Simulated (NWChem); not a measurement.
Species: ZrH3Cl; SMILES [Cl][ZrH3]

All runs: NWChem. The geometry was optimised at PBE0/def2-SVP. def2 effective core potentials on Zr; no spin-orbit coupling. Field at 589 nm.

### Question
What does the run give for B3LYP/def2-SVPD (core potentials)? Quantities: isotropic polarisability (bohr³); anisotropy (bohr³).

### Answer
```
Quantity                          Value
--------------------------------  -----
isotropic polarisability (bohr³)   67.4
anisotropy (bohr³)                 12.3
```
